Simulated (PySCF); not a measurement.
Compound: 1-ethyl-1-cyclopentene, C₇H₁₂.
SMILES with atom numbers: `[CH3:1][CH2:2][C:3]1=[CH:4][CH2:5][CH2:6][CH2:7]1` (hydrogens: H8, H9, H10 on C1; H11, H12 on C2; H13 on C4; H14, H15 on C5; H16, H17 on C6; H18, H19 on C7)

A PySCF run (density fitting, gas phase, GFN2-xTB geometry) gave HOMO -6.57 eV, LUMO 0.64 eV, dipole 0.23 D.

Question: Which of these levels was it?
A. PBE0/def2-SVPD
B. PBE0/ANO-RCC-VDZP
C. PBE0/6-311G**

Answer: A. It is PBE0/def2-SVPD. All candidates on this geometry:

```csv
level and settings,kind,basis functions,SCF cycles,E (Eh),HOMO (eV),LUMO (eV),dipole (D)
PBE0/ANO-RCC-VDZP,global hybrid,158,14,-273.7003,-6.44,0.41,0.22
"PBE0/def2-SVPD, grid level 1, start guess sap",global hybrid,236,14,-273.4407,-6.57,0.64,0.23
"PBE0/6-311G**, start guess atom",global hybrid,198,10,-273.6870,-6.51,0.91,0.22
```

The nearest other candidate, by the summed differences of HOMO and LUMO, is PBE0/6-311G**: its HOMO differs by +0.06 eV and its LUMO by +0.27 eV. Cycle counts include a coarse-grid stage where the run had one. All basis functions are spherical, in the Pople sets too. ANO-RCC sets were contracted for a scalar-relativistic Hamiltonian, but ran non-relativistically here.
